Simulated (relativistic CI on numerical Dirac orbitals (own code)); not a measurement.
# Hg4+: 5d valence photoemission

Computed with this model: Dirac-Coulomb-Breit CI, orbitals from a KLI potential per configuration, a model potential for QED, multiplet model of photoemission in the sudden approximation, unscaled Slater integrals; configurations [Xe] 4f14 5d8 → [Xe] 4f14 5d7; 300 K; Lorentzian 0.21 eV and Gaussian 0.5 eV FWHM. Energies are those of the free ion, without screening or charge transfer. The energies are binding energies and can lie tens of eV above those of solids. S is read from ⟨S²⟩ = S(S + 1).

Field parameters in Wybourne normalisation: D3d B²₀ = −7Dσ, B⁴₀ = −14Dq − 21Dτ, B⁴₃ = −14√(10/7) Dq. The field is a parameter set, without covalency.

Computed curve for D3d, 10Dq = 28700, Dσ = -1200, Dτ = -200 cm⁻¹, scaled to 100 at the maximum (points under 2 are left out and the grid is thinned):

| Energy (eV) | Intensity |
| --- | --- |
| 60.7 | 2.0 |
| 60.9 | 2.7 |
| 61.2 | 4.6 |
| 61.4 | 8.2 |
| 61.7 | 31.7 |
| 61.9 | 70.9 |
| 62.1 | 100.0 |
| 62.4 | 69.0 |
| 62.6 | 55.0 |
| 62.8 | 61.4 |
| 63.1 | 74.6 |
| 63.3 | 72.1 |
| 63.6 | 35.3 |
| 63.8 | 19.3 |
| 64.0 | 20.6 |
| 64.3 | 50.9 |
| 64.5 | 75.8 |
| 64.8 | 79.9 |
| 65.0 | 53.4 |
| 65.2 | 27.5 |
| 65.5 | 19.9 |
| 65.7 | 33.7 |
| 65.9 | 52.4 |
| 66.2 | 67.0 |
| 66.4 | 59.5 |
| 66.7 | 28.4 |
| 66.9 | 16.2 |
| 67.1 | 12.9 |
| 67.4 | 11.2 |
| 67.6 | 8.5 |
| 67.9 | 5.0 |
| 68.1 | 3.5 |
| 68.3 | 3.0 |
| 68.6 | 2.7 |
| 68.8 | 2.7 |
| 69.0 | 3.5 |
| 69.3 | 4.1 |
| 69.5 | 3.5 |
| 69.8 | 2.5 |
| 70.0 | 2.1 |

The ground state has S = 0.99, and the centroid lies at 64.22 eV.
